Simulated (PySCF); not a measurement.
[OsO2F3]+ at several levels of theory

Computed with PySCF 2.14.0 (density fitting, no spin-orbit coupling) at the geometry relaxed with PBE0:

```xyz
6
[OsO2F3]+ (singlet)
Os    0.0616    0.0000    0.0487
O     0.2063    0.0000    1.6957
O     1.5825    0.0000   -0.5998
F    -0.1884    1.7953   -0.0984
F    -1.5096    0.0000   -0.8851
F    -0.1884   -1.7953   -0.0984
```

```tsv
level	basis	state	HOMO (eV)	gap (eV)	charge on Os1 (e)	dipole about the centre of mass (D)	largest force component (eV/Å)
PBE0	Os def2-SVP with ECP60, O def2-SVP, F def2-SVP	singlet	-18.71	5.36	1.73	1.16	0.05
M06-L	the same	singlet	-17.27	3.24	1.89	1.03	1.19
BLYP	the same	singlet	-16.52	2.99	1.52	0.85	2.86
r2SCAN	the same	singlet	-17.27	3.28	1.71	0.96	1.22
revPBE	the same	singlet	-16.58	3.01	1.55	0.85	2.32
PBE0	Os x2c-SVPall, O x2c-SVPall, F x2c-SVPall	singlet	-18.83	5.17	1.52	1.23	0.83
```

Charges are Mulliken's, which hang on the basis. The relaxation used the grid (50, 194), these runs (75, 302) or, all-electron (x2c bases, spin-free X2C Hamiltonian), (99, 590).

**Question.** What does PBE0 with Os def2-TZVP with ECP60, O def2-TZVP, F def2-TZVP give here?

**Answer.** state singlet, HOMO (eV) -18.54, gap (eV) 5.47, charge on Os1 (e) 1.73, dipole about the centre of mass (D) 1.20, largest force component (eV/Å) 0.40. Time: 13 s on 2 threads of Arm Neoverse V1, on a shared host, from free ions and atoms.

In the first row's basis the gap widens with exact exchange: 3.0 to 3.3 eV for BLYP, revPBE, M06-L, r2SCAN (none); 5.4 eV for PBE0 (a fixed share).
